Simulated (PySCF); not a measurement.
## VSF3: breathing scan

All numbers come from PySCF, PBE, basis V def2-SVP, S def2-SVP, F def2-SVP (no relativity, density fitting).

Rigid scan from the singlet minimum (V–F 1.714 Å (×3), V–S 2.019 Å; F–V–F 110.0° (×3), F–V–S 108.9° (×3)). Coordinate: all bonds to the central atom scaled together. Energies in kJ/mol from the minimum.

```json
{"scale of all bonds to the centre": "0.88", "E (kJ/mol)": "444.4", "dipole size (D)": "1.20"}
{"scale of all bonds to the centre": "0.92", "E (kJ/mol)": "171.2", "dipole size (D)": "0.76"}
{"scale of all bonds to the centre": "0.96", "E (kJ/mol)": "37.2", "dipole size (D)": "0.35"}
{"scale of all bonds to the centre": "1.00", "E (kJ/mol)": "0.0", "dipole size (D)": "0.02"}
{"scale of all bonds to the centre": "1.04", "E (kJ/mol)": "28.3", "dipole size (D)": "0.37"}
{"scale of all bonds to the centre": "1.08", "E (kJ/mol)": "99.5", "dipole size (D)": "0.68"}
{"scale of all bonds to the centre": "1.14", "E (kJ/mol)": "253.4", "dipole size (D)": "1.09"}
{"scale of all bonds to the centre": "1.22", "E (kJ/mol)": "497.3", "dipole size (D)": "1.55"}
{"scale of all bonds to the centre": "1.35", "E (kJ/mol)": "899.6", "dipole size (D)": "2.15"}
```

At long bonds a restricted determinant can lie too high, and another spin state can fall below this curve.

The scan took 86 s on 2 threads of a shared Arm Neoverse N1 host; the process peaked at 1.1 GiB.
